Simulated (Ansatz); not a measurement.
Molecule: H3S2, charge 1, multiplicity 1. It need not be the lowest isomer of its formula. 
Coordinates optimised at B3LYP-D3(BJ)/def2-TZVP (Ansatz, a first-principles code):
SMILES: S[SH2+]
```xyz
5

S     -0.8128    -0.1252     0.5607
S      0.8973     0.1229    -0.5928
H     -1.7033    -0.5286    -0.3799
H      1.6348    -0.5812     0.2913
H     -1.2829     1.1466     0.6035
```
Charge +1, spin multiplicity 1.

Question: Give the harmonic wavenumbers at B3LYP-D3(BJ)/def2-TZVP (Ansatz, finite differences of forces, unscaled).

Answer: 242, 481, 776, 844, 988, 1224, 2582, 2585, 2642 cm⁻¹. Zero-point energy 17.7 kcal/mol.

Question: From these and the geometry, give the ideal-gas thermochemistry at 298.15 K and 1 atm (rigid rotor, harmonic oscillator).

Answer: Point group Cs, rotational symmetry number 1. Rotational constants 97.08, 6.658, 6.553 GHz. S(trans) 38.53, S(rot) 21.86, S(vib) 3.04, S(elec, spin only) 0.00, S 63.4 cal/(mol K). H(298) - H(0) 2.96 kcal/mol; G - E(el) 1.7 kcal/mol.
